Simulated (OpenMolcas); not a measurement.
# What dynamic correlation does to the levels of Rh II

| Property | Result |
| --- | --- |
| Program | OpenMolcas |
| Basis | ANO-RCC-VTZP [7s6p4d2f1g] |
| Scalar Hamiltonian | DKH2, point nucleus |
| Active space | 8 electrons in 5 orbitals (4d) |
| State averaging | 2S+1 = 3 even, 10 roots; 2S+1 = 1 even, 15 roots |
| Spin-orbit coupling | RASSI with atomic mean-field integrals over the reference wave functions, term energies averaged over their components |

Methods on the same reference wave functions:
A. CASSCF
B. SS-CASPT2, IPEA 0.25 Eh, imaginary shift 0.1 Eh (closed shells correlated: 4s 4p)
C. XMS-CASPT2, IPEA 0.25 Eh, imaginary shift 0.1 Eh (closed shells correlated: 4s 4p)

Energies in cm⁻¹ above 4d⁸ ³F₄, the measured ground level; measured values from NIST Handbook of Basic Atomic Spectroscopic Data.

```tsv
Level	A	B	C	Measured
4d⁸ ³F₄	0.0	0.0	0.0	0.0
4d⁸ ³F₃	2359	2370	2370	2401
4d⁸ ³F₂	3715	3530	3580	3581
4d⁸ ³P₁	15069	11620	11340	10515
4d⁸ ³P₀	15364	11860	11590	10761
4d⁸ ¹G₄	18679	15340	15560	14855
4d⁸ ¹S₀	43955	35630	36060
```

Deviations, from unrounded energies. A percentage is the sum of absolute deviations over the sum of measured energies, with the sign that they share, or ± where signs differ.

| Against measurement | Levels | A | B | C |
| --- | --- | --- | --- | --- |
| mean absolute deviation (cm-1) | 5 | 2600 | 550 | 480 |
| fine structure of the ground term (%) | 2 | ±2.9 | -1.3 | -0.5 |
| other terms of the ground configuration (%) | 3 | +35.9 | +7.4 | +6.5 |

C lies closest to measurement on these levels and A furthest from it. The largest miss of C in the table is 4d⁸ ³P₀, by +820 cm-1. The ranking rests on the paired levels alone, and a cruder setting can come out closer through cancelling errors.

Between B and C the level of the table that moves most is 4d⁸ ¹S₀, by 420 cm-1 (lowest in B, highest in C). Moves below CASPT2's spread within the term are not significant.

The mean deviations of B to C differ by less than CASPT2's widest spread within a term (1100 cm-1), so their order carries little weight.

From A to B the spin-free energies of the other terms of 4d⁸ shown, above ³F, scale by factors of 0.73 to 0.80, as is usual when dynamic correlation screens the repulsion within a d or f shell.

The lowest spin-free term lies below A's lowest term by 0.536 hartree in B, 0.543 hartree in C.

CASPT2 does not keep the components of a term degenerate, so their means are used; among the terms shown or strongly mixed into the levels shown the widest spread is 1100 cm-1 (4d⁸ ¹G, C). Configurations with an s electron lie low at this charge and mix in, so terms can be misplaced. Without dynamic correlation excited terms often stand tens of per cent too high (terms of higher spin than the ground term too low), and those without a measured partner can miss by more than the paired ones (holds for A). Measured partners are found by configuration, term and J. A level has none where our copy of the source lacks it or the pairing is in doubt (some pairs that miss far off the trend of their configuration count as doubtful), and it then counts in no deviation. Levels of configurations outside the active space are missing. Levels that lie high or do not pair safely by name in every column are left out.
